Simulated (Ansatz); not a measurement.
C2H4SSi (`[SiH3]C1=CS1`). Total charge 0; spin multiplicity 1.

```xyz
8

Si    0.182   -1.132   -0.593
C    -0.099    0.439    0.307
C    -0.144    1.699    0.536
S    -0.716    0.920    2.039
H     0.688   -0.820   -1.953
H     1.174   -1.937    0.161
H    -1.103   -1.868   -0.670
H     0.019    2.699    0.172
```

(1) What are the harmonic wavenumbers in cm⁻¹ at PBE0-D4/def2-TZVP (Ansatz, finite differences of forces, unscaled)? (Best estimate.)

(2) Is this a minimum?

(3) Give the ideal-gas thermochemistry at 298.15 K and 1 bar (rigid rotor, harmonic oscillator; point group Cs, symmetry number 1).

## Answers

(1) Computed: 127, 141, 197, 386, 645, 664, 667, 727, 765, 911, 929, 942, 983, 1820, 2238, 2246, 2248, 3297.

(2) Yes, all 18 modes are real.

(3) Zero-point energy 119.2 kJ/mol; H(298) − E = 137.0 kJ/mol; entropy 319.4 J/(mol·K), of which translation 164.7, rotation 108.5, vibration 46.1; G(298) − E = 41.8 kJ/mol.
